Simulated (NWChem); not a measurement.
# C5H3F; SMILES C#CC(F)=C=C

All runs: NWChem. All runs use the structure optimised with PBE-D3(BJ)/def2-SVP. Ions are spin-unrestricted doublets at the neutral geometry; other ion states weren't tried.

```csv
level,"vertical ionisation energy, ΔSCF (eV)",−ε(HOMO) (eV),ΔSCF minus −ε(HOMO) (eV)
B3LYP/def2-SVP,9.03,6.77,2.26
BHandHLYP/def2-SVP,9.04,8.01,1.03
r2SCAN/def2-SVP,?,?,?
CAM-B3LYP/def2-SVP,9.13,8.24,0.89
```

Question: Fill in the missing entries.

Answer: 
- r2SCAN/def2-SVP, vertical ionisation energy, ΔSCF (eV): 8.95
- r2SCAN/def2-SVP, −ε(HOMO) (eV): 6.13
- r2SCAN/def2-SVP, ΔSCF minus −ε(HOMO) (eV): 2.82
